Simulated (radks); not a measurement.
Values are calculated unless marked as measured or tabulated.
Q: Radial electron density D(r) = 4 pi r^2 rho(r) of an atom or ion with 14 electrons. Code: a radial shooting solver on a logarithmic mesh with Libxc functionals. Model: non-relativistic Kohn-Sham, LDA (Slater exchange, Perdew-Wang correlation), spin-unpolarised, spherical densities, point nucleus.

r (bohr)  D(r) (e/bohr)
0.001487          1.362
0.001676          1.704
0.00189           2.127
0.002131          2.648
0.002403          3.289
0.002688          4.015
0.00303           4.956
0.003417          6.095
0.003852          7.463
0.004343          9.096
0.004897          11.03
0.005521          13.28
0.006225          15.90
0.007019          18.88
0.007914          22.23
0.008923          25.92
0.01006           29.90
0.01125           33.79
0.01269           38.02
0.01431           42.14
0.01613           45.93
0.01819           49.16
0.0205            51.57
0.02312           52.96
0.02607           53.21
0.02939           52.32
0.03314           50.50
0.03736           48.15
0.04212           45.83
0.0475            44.23
0.05312           43.95
0.0599            45.35
0.06753           48.53
0.07614           52.99
0.08585           57.67
0.0968            61.15
0.1091            62.00
0.1231            59.25
0.1387            52.81
0.1564            43.67
0.1764            33.68
0.1989            24.95
0.2242            19.02
0.2508            16.33
0.2828            15.66
0.3188            15.62
0.3595            14.72
0.4053            12.35
0.457             8.933
0.5152            5.470
0.5809            2.789
0.655             1.163
0.7385           0.3886
0.8327           0.1017
0.9388          0.02030
1.05           0.003434
1.184         0.0003697

What is the nuclear charge?

A: Z = 43. The innermost maximum, from 1s, lies near 1/Z = 0.0233 bohr (found: 0.0252), and its height grows with Z. The density is that of the technetium ion Tc29+ in [Ne] 3s2 3p2; the configuration itself is not fixed sharply by these data, and Z only to a few units. D(r) has 3 maxima, at r = 0.0252, 0.106, 0.304 bohr, and minima at 0.0515, 0.287 bohr, inside which lie 2.09, 10.81 electrons.
